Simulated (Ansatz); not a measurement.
An input meant for Zn₇H₂₀Se₇ (charge 0, triplet).

```yaml
crystal:
  periodic: [false, false, false]
  atoms:
    - {symbol: Se, position_ang: [-0.017379, -3.794930, 1.036272]}
    - {symbol: Se, position_ang: [-0.002786, -1.756270, -2.010997]}
    - {symbol: Se, position_ang: [-1.823877, -0.457258, 1.047900]}
    - {symbol: Se, position_ang: [-1.805225, 1.592062, -2.641191]}
    - {symbol: Se, position_ang: [1.818889, -0.466565, 1.048622]}
    - {symbol: Se, position_ang: [1.810725, 1.588972, -2.642450]}
    - {symbol: Se, position_ang: [0.005595, 2.702889, 0.916988]}
    - {symbol: Zn, position_ang: [0.000088, -4.620526, -1.902745]}
    - {symbol: Zn, position_ang: [-2.271251, -0.647620, -1.684364]}
    - {symbol: Zn, position_ang: [-0.004039, -1.515909, 2.468549]}
    - {symbol: Zn, position_ang: [-1.966428, 1.775422, 2.125277]}
    - {symbol: Zn, position_ang: [2.267907, -0.652215, -1.684922]}
    - {symbol: Zn, position_ang: [0.004650, 3.116359, -1.848453]}
    - {symbol: Zn, position_ang: [1.969451, 1.763303, 2.130431]}
    - {symbol: H, position_ang: [-1.547876, -4.836745, -1.940997]}
    - {symbol: H, position_ang: [1.550978, -4.828268, -1.885452]}
    - {symbol: H, position_ang: [-1.068085, -4.486057, 1.831175]}
    - {symbol: H, position_ang: [1.053757, -4.490009, 1.799136]}
    - {symbol: H, position_ang: [-0.005228, -1.709943, -3.494346]}
    - {symbol: H, position_ang: [-3.647724, -1.391118, -1.671838]}
    - {symbol: H, position_ang: [-0.006168, -1.715422, 4.014490]}
    - {symbol: H, position_ang: [-3.029567, -1.057973, 1.667761]}
    - {symbol: H, position_ang: [-3.030755, 2.328594, -2.240693]}
    - {symbol: H, position_ang: [-3.208114, 2.446484, 0.077652]}
    - {symbol: H, position_ang: [-3.608726, 2.725226, 0.679371]}
    - {symbol: H, position_ang: [-2.832349, 2.326109, 3.289260]}
    - {symbol: H, position_ang: [3.642527, -1.399172, -1.671837]}
    - {symbol: H, position_ang: [3.020688, -1.076671, 1.667078]}
    - {symbol: H, position_ang: [3.037881, 2.320201, -2.237718]}
    - {symbol: H, position_ang: [3.220527, 2.436353, 0.074608]}
    - {symbol: H, position_ang: [0.004701, 4.679474, -1.763313]}
    - {symbol: H, position_ang: [2.839270, 2.312304, 3.292160]}
    - {symbol: H, position_ang: [3.622771, 2.713997, 0.675751]}
    - {symbol: H, position_ang: [0.005200, 4.074921, 1.478847]}
basis:
  gaussian: {orbitals: "6-31G*", fitting: {mean_field: def2-universal-jkfit}}
magnetization: {spin_polarized: true, initial_magnetization: 2}
hamiltonian: {xc: {name: wB97X-V}, pseudopotentials: {relativity: none}}
scf: {max_iter: 3}
```

```sh
$ ansatz run in.yaml --threads 4 --pin off --events-out ev --progress --plain --max-ram 66560MiB --backend cuda --devices 0, --max-vram 37GiB
```

It prints (some lines left out):

```
Error: invalid value for `basis.gaussian`: such a run doesn't read scf.max_iter; remove what it names
```

In this input the input holds a key that doesn't belong there. The program refused the input.
